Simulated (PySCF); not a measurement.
A GIAO shielding run with PySCF (density fitting, non-relativistic, gas phase) on SMILES N[Si@@H]1C[C@@H](F)[SiH2]N1, C₂H₉FN₂Si₂:

```
$ OMP_NUM_THREADS=1 python probes_run.py task.json out

{"job": {"kind": "nmr", "xc": "PBE0", "basis": "pcSseg-1"}, "charge": 0, "multiplicity": 1}
N      2.457567    -0.347477    -0.268441
Si     1.069437    -0.282110     0.755403
C     -0.364503    -1.212357    -0.066415
C     -1.648150    -0.453363     0.242034
F     -2.084661    -0.819905     1.519692
Si    -1.300658     1.432202     0.269333
N      0.374487     1.310429     0.655952
H      2.830750    -1.255249    -0.491609
H      3.215254     0.287142    -0.076326
H      1.287859    -0.649960     2.161435
H     -0.466186    -2.246142     0.263338
H     -0.228422    -1.227749    -1.147207
H     -2.464118    -0.762921    -0.421139
H     -1.533079     2.028222    -1.051097
H     -2.074246     2.078672     1.327286
H      0.921071     2.129512     0.851315
```

Hardware: 1 thread of an Arm Neoverse N1, shared host. The job also computes population analyses, field gradients, ring-centre shieldings.

(1) How large is the calculation?

(2) How long does it take, and how much memory does it need?

## Answers

(1) 72 electrons, 178 basis functions and 963 auxiliary functions.

(2) 47 s of wall time, with 12 SCF cycles and 4 response iterations; peak memory 0.82 GiB. Times on a shared host scatter by some tens of per cent.
